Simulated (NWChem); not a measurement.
The numbers come from NWChem runs, not from measurements. System: H3NSn, charge 0, spin multiplicity 1, at a geometry optimised with PBE/def2-SVP with def2 effective core potentials on Sn. The structure started from a generated list of species. Level: PBE0/def2-QZVP with def2 effective core potentials on Sn.

Job file:

```
start mol
memory heap 200 mb stack 900 mb global 1100 mb
geometry units angstroms nocenter noautoz
  Sn    -0.250082     0.212751     0.000000
  H      1.031996     1.489598     0.000000
  N      1.186413    -1.253509     0.000000
  H      2.198660    -1.098203     0.000000
  H      0.968559    -2.254369     0.000000
  symmetry group Cs
end
basis spherical
  * library def2-qzvp
end
ecp
  Sn library def2-ecp
end
dft
  xc pbe0
  semidirect memsize 60000000 filesize 0
  iterations 100
end
task dft energy
```

Part of the output:

```
             Northwest Computational Chemistry Package (NWChem) 7.3.0
             --------------------------------------------------------

                                NWChem Input Module
                                -------------------

 Scaling coordinates for geometry "geometry" by  1.889725989
 (inverse scale =  0.529177249)

 Turning off AUTOSYM since
 SYMMETRY directive was detected!

                             Geometry "geometry" -> ""
                             -------------------------

 Output coordinates in angstroms (scale by  1.889725989 to convert to a.u.)

  No.       Tag          Charge          X              Y              Z
 ---- ---------------- ---------- -------------- -------------- --------------
    1 Sn                  50.0000    -0.25008200     0.21275100     0.00000000
    2 H                    1.0000     1.03199600     1.48959800     0.00000000
    3 N                    7.0000     1.18641300    -1.25350900     0.00000000
    4 H                    1.0000     2.19866000    -1.09820300     0.00000000
    5 H                    1.0000     0.96855900    -2.25436900     0.00000000

 Effective nuclear repulsion energy (a.u.)     133.2170340862

            Nuclear Dipole moment (a.u.)
            ----------------------------
        X                 Y               Z
 ---------------- ---------------- ----------------
     0.0000113384     0.0000245664     0.0000000000

      Symmetry information
      --------------------

 Group name             Cs
 Group number              2
 Group order               2
 No. of unique centers     5

      Symmetry unique atoms

     1    2    3    4    5


 Summary of "ao basis" -> "" (spherical)
 ------------------------------------------------------------------------------
       Tag                 Description            Shells   Functions and Types
 ---------------- ------------------------------  ------  ---------------------
 *                         def2-qzvp                  on all atoms

                                 NWChem DFT Module
                                 -----------------

 Summary of "ao basis" -> "ao basis" (spherical)
 ------------------------------------------------------------------------------
       Tag                 Description            Shells   Functions and Types
 ---------------- ------------------------------  ------  ---------------------
 Sn                        def2-qzvp                22       82   7s6p4d4f1g
 H                         def2-qzvp                10       30   4s3p2d1f
 N                         def2-qzvp                17       57   7s4p3d2f1g

 Summary of "ao basis" -> "ao basis" (spherical)
 ------------------------------------------------------------------------------
       Tag                 Description            Shells   Functions and Types
 ---------------- ------------------------------  ------  ---------------------
 Sn                        def2-qzvp                22       82   7s6p4d4f1g
 H                         def2-qzvp                10       30   4s3p2d1f
 N                         def2-qzvp                17       57   7s4p3d2f1g

      Symmetry analysis of basis
      --------------------------

        a'        149
        a"         80

            General Information
            -------------------
          SCF calculation type: DFT
          Wavefunction type:  closed shell.
          No. of atoms     :     5
          No. of electrons :    32
           Alpha electrons :    16
            Beta electrons :    16
          Charge           :     0
          Spin multiplicity:     1
          Use of symmetry is: on ; symmetry adaption is: on
          Maximum number of iterations: 100
          AO basis - number of functions:   229
                     number of shells:    69
          Convergence on energy requested:  1.00D-06
          Convergence on density requested:  1.00D-05
          Convergence on gradient requested:  5.00D-04

              XC Information
              --------------
                         PBE0 Method XC Functional
                     Hartree-Fock (Exact) Exchange  0.250
          PerdewBurkeErnzerhof Exchange Functional  0.750
            Perdew 1991 LDA Correlation Functional  1.000 local
           PerdewBurkeErnz. Correlation Functional  1.000 non-local

             Grid Information
             ----------------
          Grid used for XC integration:  medium
          Radial quadrature: Mura-Knowles
          Angular quadrature: Lebedev.
          Tag              B.-S. Rad. Rad. Pts. Rad. Cut. Ang. Pts.
          ---              ---------- --------- --------- ---------
          Sn                  1.45      123          11.0       590
          H                   0.35       45          12.0       434
          N                   0.65       49          10.0       434
          Grid pruning is: on
          Number of quadrature shells:   307
          Spatial weights used:  Erf1

          Convergence Information
          -----------------------
          Convergence aids based upon iterative change in
          total energy or number of iterations.
          Levelshifting, if invoked, occurs when the
          HOMO/LUMO gap drops below (HL_TOL):  1.00D-02
          DIIS, if invoked, will attempt to extrapolate
          using up to (NFOCK): 10 stored Fock matrices.

                    Damping( 0%)  Levelshifting(0.5)       DIIS
                  --------------- ------------------- ---------------
          dE  on:    start            ASAP                start
          dE off:    2 iters        100 iters           100 iters

      Screening Tolerance Information
      -------------------------------
          Density screening/tol_rho:  1.00D-10
          AO Gaussian exp screening on grid/accAOfunc:  14
          CD Gaussian exp screening on grid/accCDfunc:  20
          XC Gaussian exp screening on grid/accXCfunc:  20
          Schwarz screening/accCoul:  1.00D-08

      Superposition of Atomic Density Guess
      -------------------------------------

 Sum of atomic energies:        -304.92730760

      Non-variational initial energy
      ------------------------------

 Total energy =    -269.460637
 1-e energy   =    -577.903354
 2-e energy   =     244.662381
 HOMO         =      -0.346949
 LUMO         =      -0.282164

      Symmetry analysis of molecular orbitals - initial
      -------------------------------------------------

  Numbering of irreducible representations:

     1 a'          2 a"

  Orbital symmetries:

     1 a'          2 a'          3 a'          4 a'          5 a'
     6 a"          7 a'          8 a'          9 a'         10 a"
    11 a"         12 a'         13 a'         14 a'         15 a'
    16 a"         17 a'         18 a'         19 a"         20 a'
    21 a'         22 a'         23 a"         24 a'         25 a'
    26 a'

------------------------------------------------------------
EAF file 0: "./mol.aoints.0" size=524288 bytes
------------------------------------------------------------
               write      read    awrite     aread      wait
               -----      ----    ------     -----      ----
     calls:        1         0         0         0         0
   data(b): 5.24e+05  0.00e+00  0.00e+00  0.00e+00
   time(s): 0.00e+00  0.00e+00  0.00e+00  0.00e+00  0.00e+00
rate(mb/s): 0.00e+00  0.00e+00
------------------------------------------------------------

   convergence    iter        energy       DeltaE   RMS-Dens  Diis-err    time
 ---------------- ----- ----------------- --------- --------- ---------  ------
 d= 0,ls=0.0,diis     1   -264.1076614183 -3.28D+02  3.67D+01  9.39D+01    40.0
 d= 0,ls=0.0,diis     2   -268.9645761224 -4.86D+00  2.42D-02  1.01D+01    54.6
 d= 0,ls=0.0,diis     3   -263.0380779398  5.93D+00  2.16D-02  4.67D+01    69.3
 d= 0,ls=0.0,diis     4   -270.4861605771 -7.45D+00  3.08D-03  3.05D+00    83.8
 d= 0,ls=0.0,diis     5   -270.7571653436 -2.71D-01  2.16D-03  3.64D-01    98.3
 d= 0,ls=0.0,diis     6   -270.8149476707 -5.78D-02  7.20D-04  6.24D-02   112.8
  Resetting Diis
 d= 0,ls=0.0,diis     7   -270.8219354533 -6.99D-03  1.25D-04  3.14D-03   127.6
 d= 0,ls=0.0,diis     8   -270.8221515664 -2.16D-04  4.52D-05  1.27D-04   142.6
 d= 0,ls=0.0,diis     9   -270.8221440072  7.56D-06  2.59D-05  2.06D-04   157.5
 d= 0,ls=0.0,diis    10   -270.8221602237 -1.62D-05  6.22D-06  1.49D-05   172.4
 d= 0,ls=0.0,diis    11   -270.8221617168 -1.49D-06  1.64D-06  6.57D-07   187.5
 d= 0,ls=0.0,diis    12   -270.8221617871 -7.03D-08  5.72D-07  3.36D-08   202.3

         Total DFT energy =     -270.822161787107
      One electron energy =     -579.998517192718
           Coulomb energy =      271.379617915991
    Exchange-Corr. energy =      -25.983598559536
 Nuclear repulsion energy =       63.780336049157

 Numeric. integr. density =       31.999979535091

     Total iterative time =    195.3s

                  Occupations of the irreducible representations
                  ----------------------------------------------

                     irrep           alpha         beta
                     --------     --------     --------
                     a'               12.0         12.0
                     a"                4.0          4.0

                       DFT Final Molecular Orbital Analysis
                       ------------------------------------

 Vector   14  Occ=2.000000D+00  E=-3.365294D-01  Symmetry=a'
              MO Center=  6.0D-01,  9.3D-02, -4.5D-16, r^2= 3.0D+00
   Bfn.  Coefficient  Atom+Function         Bfn.  Coefficient  Atom+Function
  ----- ------------  ---------------      ----- ------------  ---------------
     6      0.252134  1 Sn s                119     -0.192669  3 N  s
   118     -0.181673  3 N  s                 18      0.178150  1 Sn py
    85      0.178635  2 H  s                  3     -0.160274  1 Sn s
     9     -0.160747  1 Sn py               121      0.153645  3 N  py
     5      0.148818  1 Sn s                124     -0.141550  3 N  py

 Vector   15  Occ=2.000000D+00  E=-2.706397D-01  Symmetry=a"
              MO Center=  1.1D+00, -1.1D+00, -1.4D-14, r^2= 1.5D+00
   Bfn.  Coefficient  Atom+Function         Bfn.  Coefficient  Atom+Function
  ----- ------------  ---------------      ----- ------------  ---------------
   122      0.286743  3 N  pz               128     -0.286043  3 N  pz
   125     -0.279128  3 N  pz               131     -0.213875  3 N  pz
    19     -0.132642  1 Sn pz                10      0.095718  1 Sn pz
    22     -0.079436  1 Sn pz                29     -0.048362  1 Sn d  1
    27     -0.047806  1 Sn d -1              16     -0.042361  1 Sn pz

 Vector   16  Occ=2.000000D+00  E=-2.423383D-01  Symmetry=a'
              MO Center= -1.9D-01,  4.3D-01,  1.5D-14, r^2= 3.2D+00
   Bfn.  Coefficient  Atom+Function         Bfn.  Coefficient  Atom+Function
  ----- ------------  ---------------      ----- ------------  ---------------
     6      0.394516  1 Sn s                 17     -0.247222  1 Sn px
     3     -0.231404  1 Sn s                 85     -0.232296  2 H  s
     5      0.210307  1 Sn s                 20     -0.206789  1 Sn px
     8      0.195540  1 Sn px                 7      0.170490  1 Sn s
    86     -0.161828  2 H  s                 84     -0.142520  2 H  s

 Vector   17  Occ=0.000000D+00  E=-7.552571D-02  Symmetry=a"
              MO Center= -2.1D-01,  2.0D-01, -6.2D-15, r^2= 4.1D+00
   Bfn.  Coefficient  Atom+Function         Bfn.  Coefficient  Atom+Function
  ----- ------------  ---------------      ----- ------------  ---------------
    22      0.447890  1 Sn pz                19      0.336887  1 Sn pz
    25      0.285882  1 Sn pz                10     -0.247894  1 Sn pz
   131     -0.189575  3 N  pz               125     -0.124967  3 N  pz
    16      0.122474  1 Sn pz               122      0.121248  3 N  pz
   128     -0.103503  3 N  pz                13     -0.052165  1 Sn pz

 Vector   18  Occ=0.000000D+00  E=-1.138511D-02  Symmetry=a'
              MO Center= -1.4D-02, -1.9D-01,  1.2D-14, r^2= 7.8D+00
   Bfn.  Coefficient  Atom+Function         Bfn.  Coefficient  Atom+Function
  ----- ------------  ---------------      ----- ------------  ---------------
    24      0.650134  1 Sn py               119      0.562826  3 N  s
     6      0.394725  1 Sn s                 86     -0.381926  2 H  s
   173     -0.361030  4 H  s                 20      0.286586  1 Sn px
     5     -0.260624  1 Sn s                203     -0.257420  5 H  s
    23     -0.248543  1 Sn px               118      0.249410  3 N  s

 Vector   19  Occ=0.000000D+00  E= 3.513445D-02  Symmetry=a'
              MO Center= -1.0D+00,  2.1D-01, -8.8D-17, r^2= 8.1D+00
   Bfn.  Coefficient  Atom+Function         Bfn.  Coefficient  Atom+Function
  ----- ------------  ---------------      ----- ------------  ---------------
    86      1.364859  2 H  s                 23     -1.134623  1 Sn px
     6     -0.847908  1 Sn s                 21     -0.748691  1 Sn py
   119     -0.332268  3 N  s                  3      0.239486  1 Sn s
    17     -0.189749  1 Sn px                20      0.153200  1 Sn px
    41     -0.141050  1 Sn d -2             202      0.141209  5 H  s

 center of mass
 --------------
 x =  -0.12100137 y =   0.07917535 z =   0.00000000

 moments of inertia (a.u.)
 ------------------
         127.402155722631         106.492138230463           0.000000000000
         106.492138230463         119.350698139070           0.000000000000
           0.000000000000           0.000000000000         246.752853861701

     Multipole analysis of the density
     ---------------------------------

     L   x y z        total         alpha         beta         nuclear
     -   - - -        -----         -----         ----         -------
     0   0 0 0     -0.000000    -16.000000    -16.000000     32.000000

     1   1 0 0     -0.046048     -6.639240     -6.639240     13.232432
     1   0 1 0     -0.310326      5.473400      5.473400    -11.257126
     1   0 0 1     -0.000000     -0.000000     -0.000000      0.000000

     2   2 0 0    -24.217095    -44.366259    -44.366259     64.515422
     2   1 1 0     -1.660750     25.312628     25.312628    -52.286006
     2   1 0 1     -0.000000     -0.000000     -0.000000      0.000000
     2   0 2 0    -23.200835    -48.207239    -48.207239     73.213643
     2   0 1 1      0.000000      0.000000      0.000000      0.000000
     2   0 0 2    -23.301142    -11.650571    -11.650571      0.000000

 Task  times  cpu:      202.4s     wall:      202.4s

 Total times  cpu:      202.5s     wall:      202.5s
```
